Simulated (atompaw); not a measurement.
**PBEsol PAW (atompaw) dataset for Au (Z = 79), scalar-relativistic all-electron reference.**

Input for atompaw 4.2.0.5:

```
Au 79
GGA-PBESOL scalarrelativistic loggrid 2001 logderivrange -10 5 376
6 6 5 4 0 0
6 0 0.75
6 1 0
0 0 0
c
c
c
c
v
v
c
c
c
v
v
c
c
v
c
2
2.05 1.85 2.05 1.45
n
n
y
-0.3
n
bloechl besselshape
3 1 troulliermartins
PWSCFOUT
UPFDX 0.0125d0 UPFXMIN -7.d0 UPFZMESH 79.d0
END
```

Command:

```bash
atompaw < Au.input > Au.log
```

Resulting log (summary file):

```
Completed calculations for Au (AE)

 Exchange-correlation type: GGA, Perdew-Burke-Ernzerhof modified (PBEsol)

 Radial integration grid is logarithmic
 r0 =   8.6915222E-05 h =   6.8663025E-03   n =      2001 rmax =   8.0000000E+01

 Scalar relativistic calculation

 AEatom converged in  34 iterations
   nz     =  79.00
   delta  =       1.387528882992E-14

 All Electron Orbital energies:
  n  l      occupancy      energy
  1  0      2.0000000E+00 -5.9359062E+03
  2  0      2.0000000E+00 -1.0474539E+03
  3  0      2.0000000E+00 -2.4732277E+02
  4  0      2.0000000E+00 -5.3770348E+01
  5  0      2.0000000E+00 -8.1177162E+00
  6  0      7.5000000E-01 -5.5678196E-01
  2  1      6.0000000E+00 -9.0552518E+02
  3  1      6.0000000E+00 -2.0616677E+02
  4  1      6.0000000E+00 -4.0276678E+01
  5  1      6.0000000E+00 -4.5442962E+00
  6  1      0.0000000E+00 -1.5019034E-01
  3  2      1.0000000E+01 -1.6222245E+02
  4  2      1.0000000E+01 -2.4088793E+01
  5  2      1.0000000E+01 -6.5479797E-01
  4  3      1.4000000E+01 -6.1142730E+00

 Total energy
   Total                    :   -38013.10548948828364

 ---
 Completed calculations for Au (SC)

 Exchange-correlation type: GGA, Perdew-Burke-Ernzerhof modified (PBEsol)

 Radial integration grid is logarithmic
 r0 =   8.6915222E-05 h =   6.8663025E-03   n =      2001 rmax =   8.0000000E+01

 Scalar relativistic calculation

 SCatom converged in   6 iterations
   nz     =  79.00
   delta  =       1.070070139535E-15

 Valence Electron Orbital energies:
  n  l      occupancy      energy
   5  0      2.0000000E+00 -8.1177162E+00
   6  0      7.5000000E-01 -5.5678195E-01
   5  1      6.0000000E+00 -4.5442962E+00
   6  1      0.0000000E+00 -1.5019035E-01
   5  2      1.0000000E+01 -6.5479797E-01

 Total energy
   Total                    :   -38013.10548941108573
   Valence                  :     -951.80911082860416

 PAW parameters:
       lmax =            2
         rc =    2.0590531746843612
        irc =         1468
   rc_shape =    1.8575290479498390
    rc_vloc =    2.0590531746843612
    rc_core =    1.4507013409550951
   Vloc: Norm-conserving Troullier-Martins with l= 3;e=   1.0000E+00
   Projector type: Bloechl + Gram-Schmidt ortho.
   Bessel compensation charge shape zeroed at   1.8575E+00

 Number of basis functions     6
 No.   n  nodes  l      Energy         Cp coeff         Occ
  1    5    4    0   -0.8117716E+01 -0.9534001E+00  0.2000000E+01
  2    6    5    0   -0.5567820E+00 -0.5931502E+01  0.7500000E+00
  3    5    3    1   -0.4544296E+01  0.8479031E+00  0.6000000E+01
  4    6    4    1   -0.1501903E+00 -0.7369841E+00  0.0000000E+00
  5    5    2    2   -0.6547980E+00  0.1268450E+01  0.1000000E+02
  6  999    3    2   -0.3000000E+00  0.3267007E+02  0.0000000E+00

 Eigenvalues of overlap operator (in the basis of projectors):
    1        3.06905748E-03
    2        2.98800719E-01
    3        7.66200596E-01
    4        1.31917024E+00
    5        3.17960639E+00
    6        1.40067607E+01

 Orbital leakage outside PAW augmentation regions
   orb  is_core?  %out_of_sphere
   1 0    T           0.00
   2 0    T           0.00
   3 0    T          -0.00
   4 0    T           0.00
   5 0    F           0.26
   6 0    F          75.50
   2 1    T          -0.00
   3 1    T           0.00
   4 1    T           0.00
   5 1    F           1.55
   6 1    F          94.91
   3 2    T          -0.00
   4 2    T           0.00
   5 2    F          21.33
   4 3    T           0.01

 Summary of PAW energies
   Total valence energy     :   -951.80912478040204
   Smooth energy            :    111.14484462841419
   One center               :  -1062.95396940881619
   Smooth kinetic           :     98.95913652766419
   Vloc energy              :      7.35878552970903
   Smooth exch-corr         :    -33.13312200557088
   One-center xc            :   -680.83795754512914
```

The run took about 15 s on one core of a shared server CPU.
